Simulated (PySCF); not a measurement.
**CH8Al3N3**

CH8Al3N3 is a molecule, neutral, singlet. The structure, one conformer, was relaxed in the gas phase by PBE0-D3(BJ)/def2-SVP. No frequency run checks that it is a minimum.

SMILES: [CH3][Al]1[NH][AlH][NH][AlH][NH]1

```xyz
15

N    -1.136    0.473    0.861
Al   -0.105    1.687    1.682
N     1.605    1.727    1.142
Al    2.298    0.656   -0.118
N     1.146   -0.506   -0.846
Al   -0.595   -0.664   -0.423
C    -1.806   -1.931   -1.290
H    -2.111    0.426    1.147
H    -0.663    2.658    2.807
H     2.225    2.401    1.584
H     3.822    0.732   -0.555
H     1.508   -1.128   -1.566
H    -2.406   -2.488   -0.552
H    -1.273   -2.667   -1.913
H    -2.519   -1.402   -1.945
```
Atoms count from 1 in this order.

Shieldings: GIAO PBE0/pcSseg-1. Shifts are against computed references at the same level: C TMS (σ 184.4 ppm), H TMS (σ 31.27 ppm). Core levels by delta-SCF with SCAN, pcX-2 on the ionised atom and pcseg-1 elsewhere, spin-free X2C (2p3/2 is the spin-free 2p value less a third of a first-order spin-orbit splitting); from the vacuum level, for chosen atoms.

Problem. Give the shieldings and core levels atom by atom.

Solution. 
| atoms | bonded to | σ (ppm) | δ (ppm) | core level (eV) |
| --- | --- | --- | --- | --- |
| N1 | 2 Al + 1 H | 207.1 | - | 1s 402.99 |
| Al2 | 2 N + 1 H | 386.1 | - | 2p3/2 79.47 |
| N3 | 2 Al + 1 H | 203.4 | - | - |
| Al4 | 2 N + 1 H | 386.2 | - | - |
| N5 | 2 Al + 1 H | 205.4 | - | 1s 402.99 |
| Al6 | 1 C + 2 N | 371.7 | - | 2p3/2 79.23 |
| C7 | 1 Al + 3 H | 199.9 | -15.5 | 1s 289.57 |
| H8 | 1 N | 29.97 | 1.29 | - |
| H9 | 1 Al | 26.75 | 4.52 | - |
| H10 | 1 N | 29.69 | 1.58 | - |
| H11 | 1 Al | 26.74 | 4.53 | - |
| H12 | 1 N | 29.90 | 1.36 | - |
| H13 H14 H15 | 1 C | 31.72 | -0.45 | - |

Values are those of this one static structure, with the three H of a rotating XH3 group averaged; atoms that internal rotation interchanges would show their mean in an NMR spectrum.

Problem. By CAM-B3LYP/def2-SVPD (TDDFT singlets, Tamm-Dancoff triplets, ionisation by delta-SCF), where does absorption start, and what does vertical ionisation take?

Solution. The first singlet with intensity lies at 5.91 eV (f 0.001); what lies below it is dark. The lowest singlet lies at 5.82 eV (f 0.000), the strongest of the first 6 at 6.77 eV (f 0.263), the lowest triplet at 5.54 eV; vertical ionisation takes 9.25 eV.

The 3 runs behind this took 6.1 min in all, one thread each of Arm Neoverse V1 on a shared host, launched as `OMP_NUM_THREADS=1 python cluster_run.py task.json out`.
